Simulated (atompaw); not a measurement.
# Reading a pseudo-wave (Ga (Z = 31))

Columns: radius, all-electron u(r) and pseudo u(r) of the 3d shell (level -19.15 eV) of gallium in the configuration [Ar] 3d10 4s2 4p1; PBE, scalar-relativistic, PAW (atompaw) scheme, atompaw 4.2.0.5.

```
r (bohr)  all-electron  pseudo
   0.098        0.1375  0.0302
   0.196        0.4930  0.2054
   0.294        0.8143  0.5290
   0.392        1.0104  0.8618
   0.490        1.0899  1.0575
   0.588        1.0878  1.0894
   0.687        1.0372  1.0372
   0.785        0.9631  0.9631
   0.883        0.8799  0.8799
   0.981        0.7955  0.7955
   1.079        0.7145  0.7145
   1.177        0.6390  0.6390
   1.275        0.5698  0.5698
   1.373        0.5072  0.5072
   1.471        0.4510  0.4510
   1.569        0.4008  0.4008
   1.667        0.3559  0.3559
   1.765        0.3161  0.3161
   1.863        0.2807  0.2807
   1.962        0.2490  0.2490
   2.060        0.2211  0.2211
   2.158        0.1964  0.1964
   2.256        0.1745  0.1745
   2.354        0.1549  0.1549
   2.452        0.1376  0.1376
   2.550        0.1222  0.1222
```

How many radial nodes do the two functions have?

The all-electron 3d function has n − l − 1 = 0; the pseudo-wave has 0.

At about which radius was the pseudo-wave matched?

0.70 bohr, where the columns begin to agree (steps of 0.10 bohr).

Is the pseudo-wave norm-conserving?

No, it belongs to a PAW set: the norm inside the radius is not constrained, and the difference is carried by the augmentation charge.
